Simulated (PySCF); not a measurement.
# How methods differ on the electron affinity of Pd

Pd⁻ [Kr] 4d10 5s1 (2S) → Pd [Kr] 4d10 (1S), as a difference of total energies. All numbers are calculated (PySCF 2.14, scalar relativity through the core potential, in aug-cc-pwCVDZ-PP with ECP28MDF (6s6p5d3f, 70 functions)). Correlated levels: valence and next inner shell: nothing frozen outside the core potential. The calculations carry no spin-orbit coupling.

Problem. Order these methods by the electron affinity they give, lowest first.
A. MP2 (valence and next inner shell)
B. CCSD(T) (valence and next inner shell)
C. SCS-MP2 (valence and next inner shell)
D. UHF

Solution. D (-0.272 eV), C (0.187 eV), A (0.284 eV), B (0.480 eV).

Errors of the correlated levels include the incompleteness of this basis.

A negative affinity means that the anion lies above the atom at that level of theory.

The coupled-cluster amplitudes are large for Pd⁻ (T1 above 0.03 or a double amplitude above 0.15), so a single reference is strained.

For comparison: 0.562 eV (measured; photodetachment measurements, as compiled on the Wikipedia data page of electron affinities).
